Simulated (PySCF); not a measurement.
# Bonding in `C=Cc1pcc(C)[p-]1`

C₆H₇P₂ (charge -1).
Atom-mapped SMILES: `[CH2:1]=[CH:2][c:3]1[p:4][cH:5][c:6]([CH3:7])[p-:8]1` (hydrogens: H9, H10 on C1; H11 on C2; H12 on C5; H13, H14, H15 on C7)

Cartesian coordinates in Å at the GFN2-xTB level; atoms count from 1:
```xyz
15
C6H7P2 angstrom
C      3.228   -0.743    0.283
C      2.505    0.352    0.039
C      1.074    0.425   -0.041
P      0.308    1.972   -0.353
C     -1.301    1.318   -0.306
C     -1.453   -0.029   -0.074
C     -2.812   -0.670    0.002
P      0.014   -0.961    0.154
H      2.747   -1.695    0.441
H      4.306   -0.723    0.330
H      3.016    1.301   -0.115
H     -2.157    1.967   -0.461
H     -3.566   -0.029   -0.459
H     -2.812   -1.635   -0.505
H     -3.100   -0.842    1.043
```

Bond orders from the PBE0/pcSseg-1 density (PySCF). The structure is a single GFN2-xTB conformer in the gas phase; no vibrational or solvent corrections. GFN2-xTB frequencies show an imaginary mode (57i cm⁻¹), so this geometry is no minimum at that level. The pcSseg-1 basis has no diffuse functions, a weakness for an anion.

Problem. Where do the orders between heavy atoms depart from those drawn in the SMILES?

Solution. The largest departure is 0.270, at P8–C3 (drawn aromatic, 1.230), counting aromatic bonds as 1.5. Drawn single, order above 1.12: C2–C3 (1.165). The bonds drawn aromatic range from 1.23 to 1.50. The SMILES, with its formal charges, is one Lewis structure only.

Problem. Give the Mayer order of every bond between heavy atoms, beside its length.

Solution. 
```json
{"bond": "C1–C2", "drawn as": "double", "length (Å)": "1.334", "Mayer order": "1.864"}
{"bond": "C2–C3", "drawn as": "single", "length (Å)": "1.435", "Mayer order": "1.165"}
{"bond": "C3–P4", "drawn as": "aromatic", "length (Å)": "1.754", "Mayer order": "1.240"}
{"bond": "P4–C5", "drawn as": "aromatic", "length (Å)": "1.737", "Mayer order": "1.264"}
{"bond": "C5–C6", "drawn as": "aromatic", "length (Å)": "1.375", "Mayer order": "1.504"}
{"bond": "C6–C7", "drawn as": "single", "length (Å)": "1.505", "Mayer order": "1.045"}
{"bond": "C6–P8", "drawn as": "aromatic", "length (Å)": "1.753", "Mayer order": "1.241"}
{"bond": "P8–C3", "drawn as": "aromatic", "length (Å)": "1.756", "Mayer order": "1.230"}
```

Bonds between the same two heavy elements. C–C: lowest C6–C7 (1.045, 1.505 Å), highest C1–C2 (1.864, 1.334 Å). C–P: lowest P8–C3 (1.230, 1.756 Å), highest P4–C5 (1.264, 1.737 Å).

Problem. And the bonds to hydrogen?

Solution. C–H: 0.94 to 0.96 (7 bonds).

Problem. Sum the orders of all bonds at each heavy atom with more than one neighbour and set the sums beside the valence in the SMILES.

Solution. C1 3.761 (drawn 4), C2 3.983 (drawn 4), C3 3.635 (drawn 4), P4 2.504 (drawn 3), C5 3.718 (drawn 4), C6 3.790 (drawn 4), C7 3.927 (drawn 4), P8 2.471 (drawn 2). Orders between atoms that aren't bonded are not in these sums.

Mayer orders depend on the basis set.
